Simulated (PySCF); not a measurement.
Harmonic spectrum computed at PBE0 in the def2-TZVP basis family (core potentials from Rb on, PySCF, no spin–orbit coupling):

```csv
ω (cm⁻¹),"IR (km/mol, summed over degenerate members)",degeneracy
437,21.8,2
498,20.4,1
1930,127,1
```

Q: Which molecule gave it? In each, all ligands are bound to the one heavy central atom.
A. HGaS (singlet)
B. HInS (singlet)
C. HAsS (singlet)
D. HSbS (singlet)

A: B. It has C∞v symmetry with In–H 1.677 Å, In–S 2.177 Å.
